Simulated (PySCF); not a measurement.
C2H4F, SMILES C[CH]F (connectivity only; charge and spin as stated), charge +1, multiplicity 1. Geometry optimised at PBE0-D3(BJ)/def2-TZVP. The multiplicity is an assumed one; other spin states were not compared. The isomer is the one that the SMILES or the coordinates give; other isomers of the formula were not compared.

TDA-PBE/def2-SVPD (PySCF) puts the lowest singlet excitations at 5.50, 6.11, 7.85, 9.08, 10.65, 11.31 eV.

Question: What are the lowest excitation roots from ADC(2)/aug-cc-pVDZ (PySCF)? (An estimate is asked for; the answer gives what the named calculation found.)

Answer: 5.87, 7.60, 7.78, 10.01, 10.59, 11.59 eV. S1 differs by 0.37 eV (second minus first; roots are paired by order, and the bases may differ).
